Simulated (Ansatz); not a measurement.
Molecule: SiBr (charge 0, doublet). 
Coordinates optimised at B3LYP-D3(BJ)/def2-TZVP (Ansatz, a program for electronic structure):
```
Si
Br 1 2.2523
```
Charge 0, spin multiplicity 2.

Property: vertical electron affinity (to the triplet state of charge -1; a negative value means that the extra electron is unbound and the number depends on the basis; each state is the SCF solution reached for its spin), in eV. Cores are frozen in the correlated levels unless marked. Open shells are spin-unrestricted. No spin-orbit coupling. Frozen are the shells of the preceding noble gas and the d and f shells that filled before the atom's block. Non-relativistic. Anions need diffuse functions: def2-D sets add few. Basis-set limits of correlation are two-point, X^-3; Hartree-Fock from the larger set.

```tsv
level	program	vertical electron affinity (eV)
r2SCAN/def2-TZVPD	Ansatz	1.34
CAM-B3LYP/def2-TZVPD	Ansatz	1.21
wB97M-V/def2-TZVPD	Ansatz	1.09
```

Predict the CCSD(T)/CBS(def2-TZVPPD,def2-QZVPPD) result (Ansatz).

1.29 eV
